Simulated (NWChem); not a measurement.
# InSiH5O; SMILES [SiH3][O][InH2]

Computed with NWChem. The geometry was optimised at PBE0/def2-SVP. Not confirmed as a minimum by frequencies. def2 effective core potentials on In; no spin-orbit coupling. One conformer.

Diagonal of the polarisability tensor at PBE0/def2-SVPD, static: 65.84, 81.65, 58.10 bohr³.

Q: Find the mean polarisability volume, the molar refraction, and the refractive index that an ideal gas of it would have at 273.15 K and 1 atm.

A: 
1. Mean: one third of the trace = 68.53 bohr³ × 0.14818 Å³/bohr³ = 10.16 Å³.
2. Molar refraction (Lorentz-Lorenz): (4π/3) N_A α = 25.6 cm³/mol.
3. Number density p/kT = 2.687 × 10⁻⁵ Å⁻³; n − 1 = 2π N α = 17.14 × 10⁻⁴.
4. These hold the electronic response alone: vibrational and orientational terms add to the static dielectric constant.
